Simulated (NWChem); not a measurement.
# CdNH₃S; SMILES [NH2][Cd][SH]

```xyz
6

Cd    -0.0033    -0.2832     0.0000
N      0.1190    -2.2856     0.0000
H     -0.2938    -2.7319    -0.8174
H     -0.2938    -2.7319     0.8174
S      0.0740     2.0548     0.0000
H     -1.2721     2.1803     0.0000
```
Atoms are numbered in this order, from 1.

Computed with NWChem. Medium grid unless said otherwise, to which SCAN and Minnesota functionals are sensitive. Geometry: optimised at PBE0/def2-SVP. def2 effective core potentials on Cd; no spin-orbit coupling.

For level M06/def2-SVP:

highest occupied level (eV): -6.80
orbital gap (eV): 5.92

Task: What are these values for level LDA (Slater exchange, PW92)/def2-SVP?

Result: highest occupied level (eV): -5.60
orbital gap (eV): 3.78
